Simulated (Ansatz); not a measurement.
Pulling on the Te1–H2 bond in CH4Te (SMILES C[TeH]) (multiplicity 1 held, fragments rigid). Energies count from the point at 1.663 Å.
Geometry at that point (charge 0, multiplicity 1):
```xyz
6

Te     0.0120     0.2353     0.2318
H     -0.3430     1.3648    -0.9364
C     -0.0305    -1.4190    -1.1661
H      0.7315    -1.2755    -1.9253
H     -1.0182    -1.4980    -1.6087
H      0.1882    -2.3118    -0.5851
```

Signs of static correlation in def2-SVP, with CASSCF(2,2), from Ansatz (a program for electronic structure) runs.

```
R (Å)  T1 of restricted CCSD  ⟨S²⟩ of UHF  largest double amplitude of restricted CCSD  weight of the CASSCF reference in MRCISD  CASSCF natural occupations
-----  ---------------------  -----------  -------------------------------------------  ----------------------------------------  --------------------------
1.331                  0.009        0.000                                        0.064                                     0.902                   1.98 0.02
1.497                  0.009        0.000                                        0.060                                     0.902                   1.98 0.02
1.663                  0.010        0.000                                        0.054                                     0.902                   1.97 0.03
1.830                  0.011        0.000                                        0.063                                     0.902                   1.95 0.05
1.996                  0.012        0.000                                        0.090                                     0.902                   1.92 0.08
2.245                  0.015        0.395                                        0.188                                     0.902                   1.86 0.14
2.495                  0.019          [?]                                        0.282                                     0.902                   1.77 0.23
2.911                  0.029        0.913                                          [?]                                     0.902                   1.57 0.43
3.327                  0.038        0.978                                        0.598                                     0.902                   1.36 0.64
3.826                  0.045        1.002                                        0.747                                     0.902                   1.19 0.81
4.491                  0.048        1.009                                        0.862                                     0.902                   1.08 0.92
5.322                  0.047        1.010                                        0.920                                     0.902                   1.02 0.98
```

Q: Fill in the missing entries.

A: 
- 2.495, ⟨S²⟩ of UHF: 0.707
- 2.911, largest double amplitude of restricted CCSD: 0.441

Doubts at one or more of the structures used: a restricted determinant that unrestricted orbitals would lower (R-CCSD(T)/def2-SVP); other coupled-cluster roots lie near (R-CCSD(T)/def2-SVP); a spin-contaminated determinant (U-CCSD(T)/def2-SVP); T1 above 0.05 (U-CCSD(T)/def2-SVP).
